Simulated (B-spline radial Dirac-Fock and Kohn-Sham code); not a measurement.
## Atomic SCF run for Ga²⁺

ΔSCF core binding energies without Breit or QED terms, calculated with a radial finite-basis atomic code. Keys: rel is the Hamiltonian (dirac, or spin-free x2c and nr, where L3 and M5 stand for the whole 2p and 3d shells), method is hf or an exchange,correlation pair (spin-unpolarised, also for the hole states), nuc the nuclear model, radius_factor scales its radius, rmax is the box in bohr, h the logarithmic mesh step, order the B-spline order, points the quadrature points per cell, c_factor scales the speed of light, and damp, ndamp, maxit and tol steer the iteration. The run stops when the commutator error falls below 10·tol·max(1, Z/10), or the numerical noise floor, and the energy has settled to about 1e-8 Ha; the virial ratio is −V/T.

Input (task.json):

```json
{"items": [{"Z": 31, "q": 2, "cfg": [[1, 0, 2], [2, 0, 2], [2, 1, 6], [3, 0, 2], [3, 1, 6], [3, 2, 10], [4, 0, 1]], "A": 69, "rrms": 3.9973, "do": "settings", "holes": ["K", "L3", "M5"],
  "settings": [{"rel": "dirac", "method": "hf", "nuc": "fermi", "radius_factor": 1.0, "rmax": 45.0, "h": 0.3, "order": 4, "points": 10, "c_factor": 1.0, "maxit": 93, "damp": 0.5, "ndamp": 3, "tol": 1e-08}]}]}
```

Command: `python xray2_run.py task.json out`

Ground-state iterations:

```
iter   energy (Ha)        error
   1    -1940.22041520  1.13e+00
   2    -1940.74820488  2.95e-01
   3    -1941.66179749  2.06e-02
   4    -1941.66863572  7.54e-03
   5    -1941.66895782  6.79e-04
   6    -1941.66896821  7.62e-04
   7    -1941.66897361  3.65e-05
   8    -1941.66897369  1.11e-05
   9    -1941.66897369  2.87e-07
```

The ground state converged in 9 iterations, with total energy -1941.66897 Ha, virial ratio 1.98003 and highest orbital energy -29.73 eV. ΔSCF binding energies: K (1s) 10418.7 eV, L3 (2p3/2) 1148.5 eV, M5 (3d5/2) 46.88 eV.

**Question.** One setting is unsound. Which, and why?

**Answer.** order is too low for an accurate radial basis. With the default settings (Dirac Hartree-Fock): The ground state converged in 9 iterations, with total energy -1941.67408 Ha, virial ratio 1.98003 and highest orbital energy -29.73 eV. ΔSCF binding energies: K (1s) 10418.8 eV, L3 (2p3/2) 1148.5 eV, M5 (3d5/2) 46.88 eV.
